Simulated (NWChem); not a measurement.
Species: CrH2O4; SMILES [O]=[Cr](=[O])([OH])[OH]

```xyz
7

Cr     0.0000     0.0000    -0.1224
O      0.0000     1.2365     0.7913
O      0.0000    -1.2365     0.7913
O      1.3973     0.0000    -1.1234
H      2.2980     0.0000    -0.7748
O     -1.3973     0.0000    -1.1234
H     -2.2980     0.0000    -0.7748
```
Atoms are numbered in this order, from 1.

This is a stationary point of PBE0/def2-SVP (NWChem), point group C2v. 

**Question.** Is it a minimum? If not, what does it relax to?

**Answer.** No. It has an imaginary frequency of 290i cm⁻¹. Following that mode (on a finer grid) lowers the energy by 4.2 kcal/mol and ends, with real frequencies alone, at point group C2:
```xyz
7

Cr     0.0000     0.0000     0.2195
O     -0.2197     1.2468     1.0866
O      0.2197    -1.2468     1.0866
O      1.3866     0.2849    -0.7723
H      1.8950    -0.5068    -1.0007
O     -1.3866    -0.2849    -0.7723
H     -1.8950     0.5068    -1.0007
```
